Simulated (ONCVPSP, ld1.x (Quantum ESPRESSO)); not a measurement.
## Potentials for oxygen compared

Generated with ld1.x 7.5 (TM, RRKJ, ultrasoft, PAW), atompaw 4.2 or ONCVPSP 4.0.1. The cutoff is in Ry: for ld1.x and atompaw files where the sum of valence levels is converged to 10 mRy in a Bessel basis, for ONCV files where the hardest occupied wave has 1 mHa per electron of residual kinetic energy. The error is the largest all-electron minus pseudo excitation energy over each file’s own four to seven test configurations (ionisations up to +4, promotions, holes and added fractions of an electron), all of which were solved. The labels leave out finer settings (local radius, basis sizes, second energies), which also bear on the numbers. Spin-polarised tests are not counted. The rows are a selection from randomly drawn settings: files with unsolved tests, undetermined cutoffs or missed reference levels are left out.

A true bound ghost makes a file unfit for plane-wave use even where its test errors are small: the radial tests pick states by their node count and pass the ghost by.

```tsv
potential	cutoff (Ry)	largest error (meV)	bound ghosts
ONCV, PBE, non-relativistic, rc 0.70/1.05/1.00 (spd), local smoothed, core correction no, reference 2s1.5 2p4.5, qcut 11.1/7.2/9, projectors 2/2/1	180	+155	none
ONCV, PBE, non-relativistic, rc 0.60/1.35 (sp), local smoothed, core correction no, reference 2s2 2p3.5, qcut 12.7/11.7, projectors 1/2	247	+79	none
ONCV, PBE, scalar-relativistic, rc 0.85/1.00/0.95 (spd), local smoothed, core correction yes, reference 2s2 2p4, qcut 7.9/9.1/10.5, projectors 1/1/2	117	+297	none
ONCV, LDA (Perdew-Zunger), scalar-relativistic, rc 0.95/1.40/0.95 (spd), local d, core correction yes, reference 2s1.5 2p4.5, qcut 5.8/7.7/11.8, projectors 1/2/0	239	+435	none
ONCV, PBE, non-relativistic, rc 0.40/1.10/0.85 (spd), local smoothed, core correction no, reference 1s2 2s2 2p4, qcut 38.1/11.7/10.1, projectors 2/3/1	965	+148	none
ultrasoft, PBE, scalar-relativistic, rc 0.95/1.90/2.20 (spd), local smoothed, core correction yes, reference 2s2 2p4	21	+1151	none
RRKJ, PBE, non-relativistic, rc 0.55/0.90/0.75 (spd), local s, core correction no, reference 2s2 2p3	260	+813	none
```

**Question.** Fill in the row for O: ONCV, LDA (Perdew-Zunger), scalar-relativistic, rc 0.80/2.05/1.70 (spd), local smoothed, core correction yes, reference 2s2 2p4, qcut 7.2/7/5.1, projectors 3/2/2.

**Answer.** cutoff 256 Ry, largest error +6068 meV, bound ghosts: s.

**Question.** Fill in the row for O: ONCV, PBEsol, scalar-relativistic, rc 0.40/1.00 (sp), local smoothed, core correction no, reference 1s2 2s2 2p4, qcut 26.1/6.8, projectors 2/2.

**Answer.** cutoff 663 Ry, largest error +1374 meV, bound ghosts: none.
